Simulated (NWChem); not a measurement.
CH2BrF; SMILES FCBr

```xyz
5

F      0.3954     1.9552     0.0000
C     -0.6073     1.0635     0.0000
Br     0.0718    -0.7520     0.0000
H     -1.2142     1.1710     0.9096
H     -1.2142     1.1710    -0.9096
```
Atoms are numbered in this order, from 1.

Program: NWChem. All runs use the structure optimised with PBE0/def2-SVP.

Task: Predict the results for B3LYP/3-21G. Quantities: highest occupied level (eV); orbital gap (eV); dipole (D).

Result: 
- highest occupied level (eV) = -7.50
- orbital gap (eV) = 7.71
- dipole (D) = 1.82
